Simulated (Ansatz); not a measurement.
Molecule: C2H7BN, charge 0, multiplicity 2. It need not be the lowest isomer of its formula. 
Geometry from a B3LYP-D3(BJ)/def2-TZVP (Ansatz, an electronic-structure program) optimisation:
SMILES: [B](CC)N
```xyz
11

C     -1.8041     0.4242    -0.3330
C     -0.5876    -0.5019    -0.1871
B      0.6229     0.1088     0.5915
N      1.9616     0.0279     0.2637
H     -1.5472     1.3295    -0.8868
H     -2.6200    -0.0694    -0.8649
H     -2.1759     0.7352     0.6445
H     -0.2605    -0.8434    -1.1815
H     -0.8928    -1.4082     0.3507
H      2.6974     0.4272     0.8222
H      2.3037    -0.4437    -0.5668
```
Charge 0, spin multiplicity 2.

Total electronic energies in hartree. Correlated levels leave the core frozen unless marked. UHF or UKS for open shells. Spin-orbit coupling is left out. No relativistic terms. CBS marks a two-point X^-3 extrapolation of the correlation energy; Hartree-Fock from the larger set. The bracket is a focal-point correction in the basis named.

```
level                                                     program  energy (Eh)
-------------------------------------------------  --------------  -----------
BLYP-D3(BJ)/def2-TZVPD                             Ansatz + dftd3   -159.99614
BLYP/def2-TZVPD                                            Ansatz   -159.98218
revPBE/def2-TZVPD                                          Ansatz            …
PBE0/STO-3G                                                Ansatz            …
PBE0/def2-QZVPP                                            Ansatz   -159.87603
r2SCANh/def2-TZVPD                                         Ansatz   -159.95980
HSE06/def2-TZVPD                                           Ansatz   -159.85429
RPA@PBE/cc-pVTZ                                            Ansatz   -160.05267
MP2/cc-pVDZ                                                Ansatz   -159.46968
SCS-MP2/6-31G*                                             Ansatz   -159.40607
CCSD(T)/cc-pVDZ                                            Ansatz   -159.53586
CCSD(T)/cc-pVTZ                                            Ansatz   -159.70523
CCSD(T)/cc-pVQZ                                            Ansatz   -159.75293
RI-MP2/CBS(cc-pVTZ,cc-pVQZ)+[CCSD(T)-MP2]/cc-pVTZ          Ansatz    -159.7882
CCSD(T)/CBS(cc-pVTZ,cc-pVQZ)                               Ansatz    -159.7798
```

Question: Complete the blanks.

Answer: 
- revPBE/def2-TZVPD, energy (Eh): -160.01559
- PBE0/STO-3G, energy (Eh): -157.81902
